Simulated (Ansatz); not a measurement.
`C[S][AlH][O][InH2]` + CH₄ → `[CH3][AlH][S]C` + `[OH][InH2]`  (formal exchange of groups at the Al–O bond)

Isolated molecules relaxed with PBE0-D4/def2-TZVP in Ansatz; ΔE leaves out vibrations. CBS: MP2 limit from def2 TZ/QZ plus the TZ coupled-cluster correction, frozen cores. This one scheme is used for every species. DFT in def2-TZVPP. B3LYP here is the variant with VWN-RPA as its local correlation; programs differ in this. Elements past krypton have def2 core potentials. For In outer-core shells are correlated without core-valence functions, which leaves a few kJ/mol of doubt a bond. One conformer a species, not always the lowest.

```tsv
level	ΔE (eV)
LDA (SPW92)	1.47
BLYP-D4	1.62
B3LYP-D4	1.66
ωB97M-V	1.60
B3LYP	1.64
MP2/def2-SVP	1.86
SCS-MP2/def2-TZVPP	1.73
CCSD/CBS(def2)	1.67
```

**Question.** What does CCSD(T)/CBS give? (Estimate.)

**Answer.** Ansatz gave: +1.66 eV. The listed levels differ from it by -0.19, -0.04, 0.00, -0.06, -0.02, 0.20, 0.07, 0.01 eV.

Largest T1 diagnostic among the species: 0.017.

From PBE to PBE0 (25 % exact exchange), in def2-TZVPP and without D4, ΔE moves by +0.06 eV. Leaving LDA and LC-ωPBE aside and taking each functional with its dispersion term where it has one, the values, not all of them listed here, spread over 0.28 eV, from revPBE-D4 to BHLYP-D4.
